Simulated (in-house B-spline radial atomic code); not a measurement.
The numbers below are computed, except where a source is named.
Correlation energy from the adiabatic connection: −Z/r, Z = 6.82, wall at 3.99 bohr

Two electrons in a singlet, external potential −Z/r, Z = 6.82, wall at 3.99 bohr (atomic units). Full CI in B-splines (partial waves to l = 8, correlation up to 0.6 % small) with the density held fixed gives W(λ) = <V_ee>_λ − U, and E_c is the integral of W(λ) − W(0) from 0 to 1.

```csv
λ,W(λ) − W(0) (hartree)
0,0.00000
0.02,-0.00187
0.05,-0.00466
0.12,-0.01114
0.25,-0.02303
0.4,-0.03655
0.6,-0.05422
0.8,-0.07151
1,-0.08843
```

Question: Integrate the table by the trapezoid rule.

Answer: The strips give -0.00002, -0.00010, -0.00055, -0.00222, -0.00447, -0.00908, -0.01257, -0.01599, which sum to -0.04500 hartree. The direct value, W(1) − W(0) + T_c with T_c = 0.04340, is -0.04503; the curve is convex, so chords lie above it and the trapezoids fall short in size by 0.05 %.

Question: Now use only three numbers: W(0) = -4.0397, the initial slope W'(0) = -0.09343 (extrapolated from the first points) and the strong-coupling limit of the point-charge-plus-continuum model, W∞ = -5.7366. What do second-order theory and the interpolation W(λ) = W∞ + (W(0) − W∞)/√(1 + 2χλ) of Seidl, Perdew and Levy give?

Answer: Second order keeps the slope alone: E_c = W'(0)/2 = -0.04671, +4 % in size against -0.04503. Matching the slope fixes χ = W'(0)/(W∞ − W(0)) = -0.09343/(-1.69690) = 0.05506. Integrating, with s = √(1 + 2χ) = 1.053622, E_c = −(W(0) − W∞)(s − 1)/(s + 1) = −1.69690 × 0.053622/2.053622 = -0.04431 hartree, -1.6 % in size against the full result. At λ = 1 the formula gives W − W(0) = -0.08636 against -0.08843. Part of the miss can come from the model's W∞.
